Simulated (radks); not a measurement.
Results of a calculation; reference values are marked as such.
Ga2+, configuration [Ar] 3d9.75 4s1 5s0.25 (fractional occupations, a model configuration). Level of theory: scalar-relativistic Kohn-Sham, exchange-only LDA, spin-polarised, spherical densities, point nucleus; open shells are filled with parallel spins first (a radial shooting solver on a logarithmic mesh with Libxc functionals).

Normalised radial functions P(r) = r R(r), r in bohr:

| r | 3s down | 4s down | 4p up |
|---|---|---|---|
| 0.00691 | 0.2393 | 0.0757 | 0.0042 |
| 0.007981 | 0.2656 | 0.0840 | 0.0055 |
| 0.009291 | 0.2946 | 0.0932 | 0.0072 |
| 0.01073 | 0.3226 | 0.1020 | 0.0093 |
| 0.01239 | 0.3502 | 0.1108 | 0.0121 |
| 0.01431 | 0.3762 | 0.1190 | 0.0155 |
| 0.01653 | 0.3992 | 0.1262 | 0.0199 |
| 0.01909 | 0.4171 | 0.1318 | 0.0253 |
| 0.02204 | 0.4275 | 0.1351 | 0.0321 |
| 0.02546 | 0.4277 | 0.1351 | 0.0404 |
| 0.02964 | 0.4131 | 0.1303 | 0.0511 |
| 0.03423 | 0.3818 | 0.1203 | 0.0632 |
| 0.03953 | 0.3301 | 0.1038 | 0.0773 |
| 0.04565 | 0.2553 | 0.0799 | 0.0933 |
| 0.05272 | 0.1558 | 0.0482 | 0.1110 |
| 0.06089 | 0.0322 | 0.0089 | 0.1297 |
| 0.07032 | -0.1122 | -0.0370 | 0.1482 |
| 0.08121 | -0.2703 | -0.0871 | 0.1651 |
| 0.09454 | -0.4392 | -0.1403 | 0.1788 |
| 0.1092 | -0.5838 | -0.1853 | 0.1849 |
| 0.1261 | -0.6927 | -0.2184 | 0.1813 |
| 0.1456 | -0.7437 | -0.2322 | 0.1648 |
| 0.1682 | -0.7157 | -0.2199 | 0.1331 |
| 0.1942 | -0.5940 | -0.1768 | 0.0848 |
| 0.2243 | -0.3748 | -0.1021 | 0.0207 |
| 0.2591 | -0.0697 | -0.0005 | -0.0553 |
| 0.3016 | 0.3133 | 0.1233 | -0.1410 |
| 0.3483 | 0.6875 | 0.2382 | -0.2169 |
| 0.4022 | 1.0194 | 0.3293 | -0.2759 |
| 0.4645 | 1.2598 | 0.3759 | -0.3065 |
| 0.5365 | 1.3755 | 0.3624 | -0.2996 |
| 0.6196 | 1.3577 | 0.2827 | -0.2507 |
| 0.7155 | 1.2241 | 0.1418 | -0.1609 |
| 0.8264 | 1.0120 | -0.0445 | -0.0366 |
| 0.962 | 0.7535 | -0.2646 | 0.1202 |
| 1.111 | 0.5192 | -0.4667 | 0.2786 |
| 1.283 | 0.3247 | -0.6351 | 0.4311 |
| 1.482 | 0.1825 | -0.7476 | 0.5619 |
| 1.711 | 0.0911 | -0.7911 | 0.6562 |
| 1.976 | 0.0398 | -0.7638 | 0.7022 |
| 2.283 | 0.0149 | -0.6763 | 0.6940 |
| 2.636 | 0.0047 | -0.5486 | 0.6337 |
| 3.069 | 0.0011 | -0.3982 | 0.5270 |
| 3.544 | 0.0002 | -0.2652 | 0.4049 |
| 4.093 | 0.0000 | -0.1583 | 0.2833 |
| 4.727 | 0.0000 | -0.0835 | 0.1785 |
| 5.459 | 0.0000 | -0.0383 | 0.0996 |
| 6.305 | 0.0000 | -0.0150 | 0.0482 |
| 7.281 | 0.0000 | -0.0049 | 0.0198 |
| 8.409 | 0.0000 | -0.0013 | 0.0067 |
| 9.789 | 0.0000 | -0.0002 | 0.0017 |
| 11.31 | 0.0000 | 0.0000 | 0.0004 |
| 13.06 | 0.0000 | 0.0000 | 0.0001 |
| 15.08 | 0.0000 | 0.0000 | 0.0000 |

3s down: eigenvalue -169.60 eV, 2 radial nodes at r = 0.0630, 0.267 bohr, <r> = 0.652 bohr, 90 % of the charge inside 0.977 bohr. 4s down (empty): eigenvalue -25.420 eV, 3 radial nodes at r = 0.0627, 0.259, 0.800 bohr, <r> = 2.02 bohr, 90 % of the charge inside 3.00 bohr. 4p up (empty): eigenvalue -19.233 eV, 2 radial nodes at r = 0.234, 0.858 bohr, <r> = 2.45 bohr, 90 % of the charge inside 3.66 bohr.
